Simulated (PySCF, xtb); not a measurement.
1,1-dichloro-3-fluoropropa-1,2-diene (C₃HCl₂F), SMILES FC=C=C(Cl)Cl.

Harmonic wavenumbers (cm⁻¹) from GFN2-xTB in xtb at its own minimum, in rising order: 87, 117, 240, 254, 383, 452, 458, 599, 727, 786, 1013, 1187, 1380, 2033, 3036.

Question: What does PBE0-D3(BJ)/def2-SVP run with PySCF give at its own minimum? (The exact figures need the calculation; the answer reports its results.)

Answer: 97, 125, 271, 280, 441, 503, 507, 679, 876, 895, 1102, 1268, 1468, 2103, 3199. Paired by order, the mean absolute difference is 71 cm⁻¹ and the zero-point energies are 18.2 and 19.7 kcal/mol.
